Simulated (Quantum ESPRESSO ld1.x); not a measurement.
These are the eigenvalues of the occupied orbitals of an atom or ion with whole-number occupations (Ry). Method: Dirac Kohn-Sham, Wu-Cohen GGA, spin-unpolarised, spherical densities, point nucleus; computed with ld1.x of Quantum ESPRESSO 7.5.

| orbital | eigenvalue |
|---|---|
| 1s1/2 | -2579.32 |
| 2s1/2 | -525.580 |
| 2p1/2 | -504.239 |
| 2p3/2 | -481.781 |
| 3s1/2 | -201.318 |
| 3p1/2 | -193.532 |
| 3p3/2 | -188.036 |

Which element is it, and in what charge state? The configuration may be excited. Open shells, if any, fill j = l - 1/2 first.

Answer. Z = 53, iodine, charge +37: I37+ in [Ne] 3s2 3p4. The list shows which subshells hold electrons but not how many an open one holds; the 1s level, -1289.7 hartree, gives Z - s = 50.8 by -(Z - s)^2/2, which with screening and relativity narrows Z to a few neighbours, and the depths of the outer levels then fix element, charge and occupations together.
